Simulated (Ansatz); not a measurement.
`O[SiH](O)[Si](F)(Cl)Cl` + CH₃SH → `CS[Si](F)(Cl)Cl` + `O[SiH2]O`  (cleavage of the Si–Si bond)

Program: Ansatz. Geometries: PBE0-D4/def2-TZVP. ΔE: electronic, gas phase. CBS: MP2 limit from def2 TZ/QZ plus the TZ coupled-cluster correction, frozen cores. This one scheme is used for every species. DFT in def2-TZVPP. One conformer a species, not always the lowest.

```
                 species  ωB97X-V energy (Eh)
`O[SiH](O)[Si](F)(Cl)Cl`          -1751.61389
                   CH₃SH           -438.65543
       `CS[Si](F)(Cl)Cl`          -1747.87575
              `O[SiH2]O`           -442.42293
```

Task: Work out ΔE.

Result: ΔE = (-1747.87575) + (-442.42293) − (-1751.61389) − (-438.65543) = -0.02936 Eh = -77.1 kJ/mol. CCSD(T)/CBS gives -81.9 kJ/mol.

Largest T1 diagnostic among the species: 0.012.

From PBE to PBE0 (25 % exact exchange), in def2-TZVPP and without D4, ΔE moves by −4.7 kJ/mol.
